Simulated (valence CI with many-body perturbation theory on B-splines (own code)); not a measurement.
# Energy levels of Zr I

Method: relativistic CI+MBPT: four valence electrons over a frozen Dirac-Fock core [Kr], radial functions for each j: 7 s, 7 p, 8 d, 6 f, 4 g, 1 h, with the one-electron correlation potential Σ1, the two-electron term Σ2, the three-electron term Σ3, Breit, model QED; selected CI, second order for the rest, scaled by the run's own slope (own B-spline code, finite nucleus).

Set against measurement, 57 paired levels are off by 267 cm⁻¹ on average, the worst by 575. These come from a selection out of the NIST Handbook of Basic Atomic Spectroscopic Data. Levels without a partner in it may be off by more, other configurations by 1,000 to 4,000 cm⁻¹. Among the levels kept, up to 710 cm⁻¹ of a level comes from second order outside the variational space, and about a tenth of that is noise between levels of different J, which matters for small intervals. 5 measured levels below the end of the list, from 13142 cm⁻¹ on, found no clear computed partner, and computed levels of the same name lie up to 8006 cm⁻¹ from them.

Levels 136 to 180 of 215, with energies above the lowest level, 4d²5s² ³F_2. "Leading %" is the weight of the configuration and term that name the level; weights of strongly mixed levels are sums over their largest components and can fall short. In the jj column 3d3/2^4 stands for four electrons in 3d with j = 3/2.

```tsv
No.	Configuration	Term	J	E (cm⁻¹)	Leading %	Second component	Leading jj
136	4d²5s5p	³H°	6	28491	66	27 % 4d³5p ³H°	4d3/2 4d5/2 5s 5p3/2 (51 %)
137	4d⁴	³F	3	28519	39	35 % 4d⁴ ³G	4d3/2^2 4d5/2^2 (42 %)
138	4d³5p	⁵F°	4	28608	74	8 % 4d²5s5p ³G°	4d3/2 4d5/2^2 5p3/2 (40 %)
139	4d⁴	³F	2	28616	69	8 % 4d³5s ³F	4d3/2^2 4d5/2^2 (38 %)
140	4d⁴	³F	4	28688	43	27 % 4d⁴ ³G	4d3/2^3 4d5/2 (25 %)
141	4d²5s5p	³P°	0	28747	34	12 % 4d5s²5p ³P°	4d3/2 4d5/2 5s 5p3/2 (24 %)
142	4d²5s5p	³D°	1	28759	33	11 % 4d²5s5p ¹P°	4d3/2 4d5/2 5s 5p3/2 (22 %)
143	4d²5s5p	³G°	5	28805	37	33 % 4d³5p ⁵F°	4d3/2 4d5/2 5s 5p3/2 (25 %)
144	4d²5s5p	³P°	1	28807	31	14 % 4d³5p ³P°	4d5/2^2 5s 5p3/2 (20 %)
145	4d²5s5p	³F°	4	28845	44	25 % 4d5s²5p ³F°	4d3/2 4d5/2 5s 5p3/2 (26 %)
146	4d²5s5p	³D°	2	28959	22	18 % 4d³5p ³P°	4d5/2^2 5s 5p3/2 (19 %)
147	4d²5s5p	¹P°	1	28991	21	19 % 4d5s²5p ¹P°	4d5/2 5s^2 5p3/2 (14 %)
148	4d²5s5p	³D°	2	28995	27	9 % 4d³5p ³D°	4d3/2 4d5/2 5s 5p3/2 (28 %)
149	4d³5p	⁵D°	0	29053	73	5 % 4d²5s5p ⁵D°	4d3/2 4d5/2^2 5p3/2 (32 %)
150	4d³5p	⁵F°	5	29069	56	25 % 4d²5s5p ³G°	4d5/2^3 5p3/2 (27 %)
151	4d⁴	³P	2	29071	64	8 % 4d³5s ³P	4d3/2 4d5/2^3 (26 %)
152	4d⁴	³G	3	29119	45	31 % 4d⁴ ³F	4d3/2 4d5/2^3 (52 %)
153	4d³5p	⁵D°	1	29147	74	5 % 4d²5s5p ⁵D°	4d3/2^2 4d5/2 5p3/2 (40 %)
154	4d²5s5p	³D°	3	29179	61	16 % 4d³5p ³D°	4d3/2 4d5/2 5s 5p3/2 (25 %)
155	4d⁴	³G	4	29278	49	23 % 4d⁴ ³F	4d3/2^2 4d5/2^2 (46 %)
156	4d³5p	⁵D°	2	29315	76	6 % 4d²5s5p ⁵D°	4d3/2^2 4d5/2 5p3/2 (34 %)
157	4d⁴	³G	5	29342	77	4 % 4d³5d ³G	4d3/2 4d5/2^3 (64 %)
158	4d³5p	⁵D°	3	29548	78	7 % 4d²5s5p ⁵D°	4d3/2 4d5/2^2 5p3/2 (37 %)
159	4d³5p	⁵D°	4	29847	79	7 % 4d²5s5p ⁵D°	4d3/2 4d5/2^2 5p3/2 (22 %)
160	4d³5p	¹H°	5	30887	67	23 % 4d²5s5p ¹H°	4d3/2 4d5/2^2 5p3/2 (25 %)
161	4d⁴	¹G	4	30921	72	4 % 4d⁴ ³F	4d5/2^4 (31 %)
162	4d³5p	³G°	3	30926	63	19 % 4d²5s5p ³G°	4d3/2^2 4d5/2 5p3/2 (28 %)
163	4d⁴	¹I	6	31095	84		4d3/2^2 4d5/2^2 (43 %)
164	4d³5p	³G°	4	31294	62	21 % 4d²5s5p ³G°	4d3/2 4d5/2^2 5p3/2 (22 %)
165	4d³5p	³G°	5	31761	60	22 % 4d²5s5p ³G°	4d3/2 4d5/2^2 5p3/2 (21 %)
166	4d⁴	³D	3	31868	68	10 % 4d³5s ³D	4d3/2 4d5/2^3 (34 %)
167	4d⁴	³D	2	31930	67	10 % 4d³5s ³D	4d3/2^2 4d5/2^2 (25 %)
168	4d⁴	³D	1	31977	67	10 % 4d³5s ³D	4d3/2 4d5/2^3 (35 %)
169	4d⁴	¹S	0	32112	69	5 % 4d³5d ¹S	4d3/2 4d5/2^3 (37 %)
170	4d5s²5p	¹P°	1	32143	30	28 % 4d³5p ¹P°	4d5/2 5s^2 5p3/2 (20 %)
171	4d²5s5p	¹D°	2	32861	37	16 % 4d³5p ¹D°	4d3/2 4d5/2 5s 5p3/2 (32 %)
172	4d³5p	³F°	2	32974	38	21 % 4d²5s5p ³F°	4d3/2 4d5/2^2 5p3/2 (17 %)
173	4d²5s5p	³S°	1	33074	53	32 % 4d³5p ³S°	4d3/2 4d5/2 5s 5p3/2 (20 %)
174	4d³5p	³F°	3	33114	47	26 % 4d²5s5p ³F°	4d3/2^2 4d5/2 5p3/2 (20 %)
175	4d³5p	⁵D°	0	33148	90		4d3/2 4d5/2^2 5p1/2 (39 %)
176	4d³5p	⁵D°	1	33248	91		4d3/2^2 4d5/2 5p1/2 (32 %)
177	4d³5p	³F°	4	33394	51	25 % 4d²5s5p ³F°	4d5/2^3 5p1/2 (16 %)
178	4d³5p	⁵D°	2	33432	91		4d3/2 4d5/2^2 5p1/2 (23 %)
179	4d²5s5p	³D°	1	33446	24	19 % 4d5s²5p ³D°	4d3/2 4d5/2 5s 5p3/2 (11 %)
180	4d³5p	¹F°	3	33524	39	25 % 4d5s²5p ¹F°	4d5/2^3 5p3/2 (15 %)
```

Names give the largest LS component (configuration and term), which can be under half, so a name can repeat, a term be missing and a line seem to break the LS rules; names also repeat where a configuration has a term twice.

Where two levels of one J and parity lie close, their mixing, g and order are uncertain.
